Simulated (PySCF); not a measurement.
C2H4F2Si, SMILES C=C(F)[SiH2]F. Atoms are numbered in the order given.

```xyz
9

C     -1.3904     1.2054     0.0000
C     -0.0990     0.8658     0.0000
F      0.8647     1.8264     0.0000
Si     0.5981    -0.8797     0.0000
F     -0.6855    -1.8856     0.0000
H     -2.1486     0.4205     0.0000
H     -1.7097     2.2511     0.0000
H      1.4046    -1.1243    -1.2187
H      1.4046    -1.1243     1.2187
```
Charge 0, spin multiplicity 1.

Geometry optimised at TPSSh-D3(BJ)/def2-SVP. The structure was generated by enumeration, and PubChem lists no compound with its InChIKey, so it may never have been made. Other conformers were not sampled.

These are PBE/pcSseg-1 in PySCF values and carry that method's errors.

GIAO shieldings, no solvent; atoms listed in one row are averaged. δ = σ(ref) − σ: ¹³C against TMS (σ = 182.0 ppm); ¹⁹F against CFCl3 (σ = 133.6 ppm); ²⁹Si against TMS (σ = 335.4 ppm); ¹H against TMS (σ = 31.49 ppm), references at their B3LYP-D3(BJ)/def2-TZVP geometries, non-relativistic.

Computed chemical shifts:
| nucleus | atoms | count | δ (ppm) |
|---|---|---|---|
| ¹³C | C2 | 1 | 177.3 |
| ¹³C | C1 | 1 | 115.7 |
| ¹⁹F | F3 | 1 | -116.6 |
| ¹⁹F | F5 | 1 | -258.2 |
| ²⁹Si | Si4 | 1 | -16.3 |
| ¹H | H7 | 1 | 6.04 |
| ¹H | H6 | 1 | 5.75 |
| ¹H | H8, H9 | 2 | 5.60 |
